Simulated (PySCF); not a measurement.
perfluoro-THF (C₄F₈O), SMILES C1(F)(F)OC(C(F)(C1(F)F)F)(F)F. Atoms are numbered in the order given.

```xyz
13

F      2.3508     0.7634    -0.2802
C      1.3267     0.1328     0.2820
F      1.8008    -0.7210     1.1919
O      0.4937     1.0572     0.8919
C     -0.8465     0.8982     0.5778
F     -1.5692     0.9428     1.6903
F     -1.2449     1.8852    -0.2284
C     -0.9559    -0.4701    -0.1450
F     -1.9333    -0.4986    -1.0484
F     -1.1419    -1.4363     0.7655
C      0.4496    -0.6147    -0.7575
F      0.4922     0.0411    -1.9260
F      0.8241    -1.8806    -0.9290
```

Geometry: ωB97X-D3(BJ)/def2-SVP. Other conformers were not sampled.

Calculation: M06-2X/def2-SVP (PySCF).

Atomic charges (e):

```tsv
atom	Löwdin	Mulliken
F1	-0.04	-0.16
C2	0.15	0.53
F3	-0.05	-0.17
O4	-0.10	-0.32
C5	0.15	0.53
F6	-0.04	-0.16
F7	-0.05	-0.17
C8	0.08	0.32
F9	-0.04	-0.18
F10	-0.05	-0.19
C11	0.08	0.32
F12	-0.05	-0.19
F13	-0.04	-0.18
```

Computed Mayer and Wiberg (Löwdin basis) orders of the bonds:
```json
[
 {"bond": "F1–C2", "Mayer": "1.16", "Wiberg": "1.34"},
 {"bond": "C2–F3", "Mayer": "1.14", "Wiberg": "1.32"},
 {"bond": "C2–O4", "Mayer": "1.04", "Wiberg": "1.21"},
 {"bond": "O4–C5", "Mayer": "1.04", "Wiberg": "1.21"},
 {"bond": "C5–F6", "Mayer": "1.16", "Wiberg": "1.34"},
 {"bond": "C5–F7", "Mayer": "1.14", "Wiberg": "1.32"},
 {"bond": "C5–C8", "Mayer": "0.89", "Wiberg": "0.94"},
 {"bond": "C8–F9", "Mayer": "1.11", "Wiberg": "1.32"},
 {"bond": "C8–F10", "Mayer": "1.09", "Wiberg": "1.29"},
 {"bond": "C2–C11", "Mayer": "0.89", "Wiberg": "0.94"},
 {"bond": "C8–C11", "Mayer": "0.90", "Wiberg": "0.95"},
 {"bond": "C11–F12", "Mayer": "1.09", "Wiberg": "1.29"},
 {"bond": "C11–F13", "Mayer": "1.11", "Wiberg": "1.32"}
]
```
